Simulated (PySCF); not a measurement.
**Telling isomers of C$_{6}$H$_{7}$F$_{3}$ apart by NMR**

PySCF calculation with GFN2-xTB geometry and NMR shieldings at PBE0/pcSseg-1/GIAO; in vacuum, equivalent nuclei averaged, non-relativistic Hamiltonian, single conformer.

Scale: TMS for 1H and 13C (reference shieldings calculated alike). Splittings of carbon signals by F and P are missing where no couplings were computed. Where no couplings were computed, multiplicities follow the n + 1 count of equivalent neighbours, and m marks all less simple cases (inequivalent or close neighbours, rings, F or P nearby). Shifts are as computed. Against solution values, carbons near 30 ppm lie about +3 ppm off and those near 130 ppm about +5 ppm. Of 1211 compounds with measured shifts, 218 miss one by over three times the rms of a fit or turn the order of signals round; such compounds aren't used in these exercises.

(1) Tabulate the signals of `FC(F)(F)C=C1CCC1`, `FC=C1CC(C(F)F)C1` and their relative energies.

(2) What is the quickest way to tell FC(F)(F)C=C1CCC1 from FC=C1CC(C(F)F)C1?

Answers

(1) 
```json
{"SMILES": "FC(F)(F)C=C1CCC1", "carbon types": "2×C 1×CH 3×CH2", "δC": "165.9, 133.4, 119.7, 31.6, 31.2, 17.1", "δH": "5.58 (m, 1H), 3.16 (m, 2H), 2.94 (m, 2H), 2.15 (m, 2H)", "E rel. (kcal/mol)": "0.0"}
{"SMILES": "FC=C1CC(C(F)F)C1", "carbon types": "1×C 3×CH 2×CH2", "δC": "154.6, 126.9, 121.0, 34.6, 27.8, 26.9", "δH": "6.86 (m, 1H), 6.01 (m, 1H), 3.14 (m, 1H), 3.04 (m, 1H), 2.77 (m, 1H), 2.65 (m, 1H), 2.63 (m, 1H)", "E rel. (kcal/mol)": "12.3"}
```

Energies are electronic energies at PBE0/pcSseg-1 on these geometries, without zero-point or thermal terms, each for the one conformer computed, which needn't be the lowest.

(2) Both give the same number of carbon signals, but DEPT or the intensities differ. The first has a fully substituted alkene carbon (C) at 165.9 ppm, the second an sp3 CH in a ring at 34.6 ppm. Their most deshielded carbons lie at 165.9 and 154.6 ppm. In the proton spectra the most deshielded non-exchanging signals are 5.58 (m, 1H) and 6.86 (m, 1H).
